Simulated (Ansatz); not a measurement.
Molecule: CdS, net charge 0, singlet state. 
Coordinates optimised at B3LYP-D3(BJ)/def2-TZVP (Ansatz, a first-principles code):
SMILES: [S]=[Cd]
```xyz
2

Cd     0.0000     0.0000    -0.5671
S      0.0000     0.0000     1.7014
```
Charge 0, spin multiplicity 1.

Total electronic energies in hartree. Correlated levels leave the core frozen unless marked. No spin-orbit coupling. Frozen are the shells of the preceding noble gas and the d and f shells that filled before the atom's block. In def2 rows, elements after Kr have scalar-relativistic effective core potentials. STO-3G rows are all-electron and non-relativistic. CBS marks a two-point X^-3 extrapolation of the correlation energy; Hartree-Fock from the larger set. The bracket is a focal-point correction in the basis named.

The Hartree-Fock reference is unstable (checked in the largest basis), which strains HF and MP2. 

| level | program | energy (Eh) |
|---|---|---|
| HF/STO-3G | Ansatz | -5804.67725 |
| HF/def2-SVPD | Ansatz | -564.19567 |
| RI-HF/def2-TZVPP | Ansatz | -564.36366 |
| SVWN5/def2-TZVPD | Ansatz | -564.28632 |
| PBE-D3(BJ)/def2-TZVPD | Ansatz + dftd3 | -565.77310 |
| BLYP/def2-TZVPD | Ansatz | -565.90408 |
| r2SCAN-D4/def2-TZVPD | Ansatz + dftd4 | -565.96057 |
| PBE0/STO-3G | Ansatz | -5806.82523 |
| PBE0-D4/def2-TZVP | Ansatz + dftd4 | -565.78546 |
| CAM-B3LYP-D3(BJ)/def2-TZVPD | Ansatz + dftd3 | (withheld) |
| LC-wPBE-D4/def2-TZVPD | Ansatz + dftd4 | -565.81712 |
| LC-wPBE/def2-TZVPD | Ansatz | -565.81503 |
| B2PLYP/def2-TZVPD | Ansatz | -565.61472 |
| PBE-QIDH/def2-TZVPD | Ansatz | (withheld) |
| RPA@PBE/def2-TZVPP | Ansatz | (withheld) |
| MP2/STO-3G | Ansatz | -5804.73367 |
| MP2/def2-TZVPPD | Ansatz | -564.98584 |
| MP2/CBS(def2-TZVPPD,def2-QZVPPD) | Ansatz | -565.0926 |
| RI-MP2/CBS(def2-TZVPP,def2-QZVPP) | Ansatz | -565.0932 |
| CCSD(T)/def2-QZVPPD | Ansatz | -565.05553 |
| RI-MP2/CBS(def2-TZVPPD,def2-QZVPPD)+[CCSD(T)-MP2]/def2-SVPD | Ansatz | -565.1068 |
| RI-MP2/CBS(def2-TZVPPD,def2-QZVPPD)+[CCSD(T)-MP2]/def2-TZVPPD | Ansatz | -565.0978 |
| CCSD(T)/CBS(def2-TZVPPD,def2-QZVPPD) | Ansatz | -565.0927 |

Question: What belongs in the gaps?

Answer: 
- CAM-B3LYP-D3(BJ)/def2-TZVPD, energy (Eh): -565.90672
- PBE-QIDH/def2-TZVPD, energy (Eh): -565.51547
- RPA@PBE/def2-TZVPP, energy (Eh): -565.18290
